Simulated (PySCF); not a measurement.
Isomers of C3H5FOSi and their computed core-level spectra.

Level of theory: delta-SCF UKS SCAN, pcX-2 on the ionised atom, pcseg-1 elsewhere, spin-free X2C (PySCF). Geometries: GFN2-xTB; isolated species, one conformer each.

Line lists (1s up to Mg, 2p3/2 beyond; areas count atoms within a level, one atom standing for each set equivalent by bonding):
1. C 1s: 291.14 (area 1), 292.90 (area 1), 293.65 (area 1) eV; O 1s: 537.41 eV; F 1s: 693.84 eV; Si 2p3/2: 106.82 eV
2. C 1s: 291.19 (area 1), 291.23 (area 1), 293.04 (area 1) eV; O 1s: 537.71 eV; F 1s: 692.44 eV; Si 2p3/2: 108.14 eV
3. C 1s: 290.90 (area 1), 291.30 (area 1), 293.64 (area 1) eV; O 1s: 538.07 eV; F 1s: 692.29 eV; Si 2p3/2: 108.01 eV

Structures:
A. `O=C([SiH3])/C=C\F`
B. `C(C=C)(=O)[SiH2]F`
C. `C=C(C=O)[SiH2]F`

Q: Match each list to its structure.

A: 
- 1 = A: another candidate has the same counts of sites, so positions decide. C 1s: 291.14 alkene CH carbon, 292.90 carbonyl carbon, 293.65 vinylic C–F carbon; O 1s: 537.41 carbonyl oxygen; F 1s: 693.84 vinyl fluorine; Si 2p3/2: 106.82 SiH3 silicon.
- 2 = B: another candidate has the same counts of sites, so positions decide. C 1s: 291.19 alkene CH carbon, 291.23 terminal =CH2 carbon, 293.04 carbonyl carbon; O 1s: 537.71 carbonyl oxygen; F 1s: 692.44 silicon-bound fluorine; Si 2p3/2: 108.14 fluorine-bound silicon.
- 3 = C: another candidate has the same counts of sites, so positions decide. C 1s: 290.90 fully substituted alkene carbon, 291.30 terminal =CH2 carbon, 293.64 aldehyde carbon; O 1s: 538.07 aldehyde oxygen; F 1s: 692.29 silicon-bound fluorine; Si 2p3/2: 108.01 fluorine-bound silicon.

For 2p shells one spin-free hole was relaxed; a mean-field spin–orbit operator and the ground-state splitting of the three 2p orbitals were then diagonalised within the shell. The shell's mean is (2 × 2p3/2 + 2p1/2)/3, and the degeneracies 2j + 1 give areas of 2:1. 1 of these hole states is spin-contaminated (⟨S²⟩ 0.85, against 0.75; counted from 0.85) and less certain.
